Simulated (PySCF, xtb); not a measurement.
C2H5BF2, SMILES CCB(F)F.

GFN2-xTB run with xtb at its own geometry gives an orbital gap of 5.69 eV and a dipole moment of 2.17 D.

The structure is a stationary point at TPSSh-D3(BJ)/def2-SVP. Other conformers were not sampled.

Problem. What does PBE/def2-TZVP in PySCF give? (Estimate from the structure and the level; the computed values follow.)

Solution. gap 7.18 eV (levels -7.92 and -0.74 eV), dipole 1.61 D.
